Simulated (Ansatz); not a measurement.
Isomers of Cd₂Cl₂⁺ (doublet), relaxed with PBE-D4/def2-SVP; total energies from Ansatz at PBE0-D4/def2-TZVP.

```json
{"isomer": "A", "description": "point group D2h; 4 × Cd–Cl 2.53 Å", "energy (Eh)": "-1255.45847"}
{"isomer": "B", "description": "point group Cs; 3 × Cd–Cl 2.26 to 2.62 Å", "energy (Eh)": "-1255.47375"}
```

In the def2 sets Cd takes a core potential; there is no spin–orbit coupling.

The isomers come from a short search, and lower ones may exist.

Task: Work out the relative energies (1 Eh = 2625.5 kJ/mol) and the Boltzmann populations at 1200 K from electronic energies alone (R = 8.314 J/mol/K).

Result: ΔE: A 40.1, B 0.0 kJ/mol. RT = 9.98 kJ/mol. Factors exp(−ΔE/RT): A 0.018, B 1; sum 1.018. Populations: A 1.8 %, B 98.2 %. Zero-point energy, vibrational entropy and symmetry numbers are left out and can shift these; an error of 4 kJ/mol changes a ratio by a factor of 1.5. Over the other density-functional and correlated levels in def2 sets, the gap between B and A ranges from 15 to 49 kJ/mol.
